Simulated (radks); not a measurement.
Spherical quantum dot in the effective-mass picture: electrons in a well V = -V0 / (1 + exp((r - R)/a)) with V0 = 10.5, R = 3.06, a = 0.19, all in effective atomic units (hartree* = m*/eps^2 hartree, bohr* = eps/m* bohr), one dielectric constant everywhere. Method: non-relativistic Kohn-Sham, LDA (Slater exchange, Perdew-Wang correlation), spin-polarised, spherical densities; computed with a radial shooting solver with Libxc functionals. Levels are named by radial order and angular momentum (1s, 1p, 1d, 2s, ...), and open shells are averaged over m.

N = 13, configuration 1s2 1p6 1d(up 5, down 0). This is the lowest configuration that the search found. Occupied and some empty levels:

level,occupation,eigenvalue (hartree*),<r> (bohr*)
1s up,1,-4.4599,1.896
1s down,1,-4.3644,1.879
1p up,3,-4.1117,2.052
1p down,3,-4.0082,2.047
1d up,5,-3.5749,2.170
1d down,0,-3.4681,2.170
1f up,0,-2.8820,2.268
2s up,0,-2.8456,1.524
2s down,0,-2.7922,1.528
1f down,0,-2.7748,2.270
2p up,0,-1.9665,1.772
2p down,0,-1.9006,1.769

Energy (hartree*): total -86.3368, kinetic 13.269, external -130.87, Hartree 37.083, exchange-correlation -5.8206.

Electron density:

r (bohr*),n(r) (e/bohr*^3)
0.299,0.03304
0.619,0.05039
0.940,0.08325
1.26,0.1310
1.58,0.1814
1.90,0.2061
2.22,0.1741
2.54,0.09406
2.86,0.02626
3.18,0.003484
3.50,0.0002910
3.83,0.00002178
4.15,1.689e-06
